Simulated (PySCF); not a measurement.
Job file and geometry (Å, from GFN2-xTB) of an NMR shielding run on SMILES FC(F)(F)[SiH2][O][GeH3], CH$_{5}$F$_{3}$GeOSi, PySCF, GIAO PBE0/pcSseg-1 NMR shielding, non-relativistic, gas phase; density fitting, a coarse starting grid and PySCF grid level 2 are the driver's defaults:

```
{"job": {"kind": "nmr", "xc": "PBE0", "basis": "pcSseg-1"}, "charge": 0, "multiplicity": 1}
F     -1.658480    -1.358514    -1.208442
C     -1.492118    -0.180508    -0.578060
F     -0.659688     0.542068    -1.389239
F     -2.680167     0.443987    -0.629615
Si    -0.717487    -0.359838     1.208187
O      0.841068    -0.093502     0.980304
Ge     1.959741     0.435814    -0.321477
H     -1.317677     0.700223     2.005838
H     -0.934138    -1.745016     1.594427
H      3.264586     0.322523     0.405471
H      1.814288    -0.547417    -1.435187
H      1.581269     1.839495    -0.658234
```

Task: Write the output of this run.

Result: 
```
coarse grid: 52448 points
cycle   1  E = -2781.0962897134  dE =  2.561e-01  |g| = 1.412e+00  |ddm| = 3.220e+00
cycle   2  E = -2780.6147199585  dE =  4.816e-01  |g| = 2.147e+00  |ddm| = 2.145e+00
cycle   3  E = -2781.3367532825  dE = -7.220e-01  |g| = 3.000e-01  |ddm| = 1.670e+00
cycle   4  E = -2781.3504044500  dE = -1.365e-02  |g| = 1.005e-01  |ddm| = 2.678e-01
cycle   5  E = -2781.3516843422  dE = -1.280e-03  |g| = 2.474e-02  |ddm| = 6.534e-02
cycle   6  E = -2781.3517680376  dE = -8.370e-05  |g| = 5.672e-03  |ddm| = 1.400e-02
cycle   7  E = -2781.3517717503  dE = -3.713e-06  |g| = 5.840e-04  |ddm| = 3.488e-03
final grid: 109056 points
cycle   8  E = -2781.3517142515  dE = -1.158e-07  |g| = 4.049e-04  |ddm| = 1.557e-03
cycle   9  E = -2781.3517142607  dE = -9.191e-09  |g| = 3.618e-04  |ddm| = 7.059e-04
cycle  10  E = -2781.3517142824  dE = -2.169e-08  |g| = 8.204e-05  |ddm| = 3.146e-04
cycle  11  E = -2781.3517142834  dE = -9.923e-10  |g| = 1.563e-05  |ddm| = 5.991e-05
converged SCF energy = -2781.3517142834

GIAO shielding tensors (ppm)
atom      isotropic    diamagn.    paramagn.     s11        s22        s33       span
  0 F      245.142     474.064    -228.922    147.091    257.151    331.183    184.092
  1 C       47.227     248.090    -200.863     40.925     47.618     53.139     12.214
  2 F      238.641     478.731    -240.090    138.300    263.711    313.911    175.610
  3 F      249.869     472.246    -222.377    151.429    270.563    327.614    176.184
  4 Si     380.236     879.845    -499.609    329.039    380.546    431.124    102.085
  5 O      351.714     402.087     -50.372    290.397    363.091    401.655    111.257
  6 Ge    1391.671    2756.134   -1364.463   1292.589   1300.453   1581.972    289.382
  7 H       26.682      28.905      -2.222     23.187     24.761     32.099      8.912
  8 H       26.655      28.805      -2.150     23.352     24.587     32.025      8.673
  9 H       26.606      28.006      -1.399     19.384     22.302     38.133     18.749
 10 H       26.433      29.432      -2.999     19.610     23.469     36.221     16.612
 11 H       26.420      29.208      -2.788     19.755     22.985     36.520     16.765
```

Relativistic effects, spin–orbit coupling among them, are left out; they matter for Ge and for the light atoms bonded to it.

Size and cost of the density-fitted run: 175 basis functions, 23 s wall time on 1 thread of an Arm Neoverse V1, shared host.
